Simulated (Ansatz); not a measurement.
Ansatz results at the PBE0-D4/def2-TZVP geometry: size of the dipole moment (B3LYP/def2-TZVPP) 0.57 D; LUMO energy (ωB97M-V/def2-TZVPP) -0.26 eV; LUMO energy (PBE0/def2-TZVPP) -2.18 eV.

Question: Which molecule gave them?
A. `CC(F)[SiH2]N`
B. `[BH2][GeH]([CH3])[CH3]`
C. `[SiH3]C1(S)CO1`
D. `O[SiH]1NCS1`

Answer: B. The others give `O[SiH]1NCS1`: 2.43, 2.01, 0.25; `CC(F)[SiH2]N`: 2.87, 1.87, 0.35; `[SiH3]C1(S)CO1`: 1.99, 1.73, -0.10.

B3LYP here is the variant with VWN-RPA as its local correlation; programs differ in this.
